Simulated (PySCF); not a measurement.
**Ionising GeO**

PBE; Ge pcseg-1, O pcseg-1; no relativity (PySCF 2.14). Neutral (UKS): singlet (closed shell), Re = 1.668 Å, ωe = 923 cm⁻¹, De = 7.08 eV, HOMO -7.20 eV, LUMO -2.93 eV.

GeO⁺ (UKS): doublet (π ↑), Re = 1.841 Å, ωe = 671 cm⁻¹, De = 4.00 eV to Ge⁺ + O. The energies at the minima are -2151.60534 hartree for GeO and -2151.20052 for GeO⁺.

Work out the adiabatic ionisation energy, without and with harmonic zero-point energies (1 hartree = 27.2114 eV, 1 eV = 8065.5 cm⁻¹), and the change of the bond length.

At PBE: 0.40482 hartree = 11.016 eV between the minima; the zero-point term (671.0 − 923.0)/2 cm⁻¹ = -0.016 eV makes it 11.000 eV. Re changes by +17.3 pm against the neutral. Minus the HOMO energy is 7.20 eV, -3.82 eV from the value between the minima; self-interaction puts the Kohn–Sham level too high, less so with exact exchange. The electron leaves a π orbital; in so polar a molecule the change of length follows mostly from the change of the ionic charges.

Spin–orbit coupling is left out. For an ion De counts to the pair picked by the measured ionisation energies or electron affinities, which need not be the lowest pair at this level. States were picked by a PBE0 search and need not be the measured ground states.
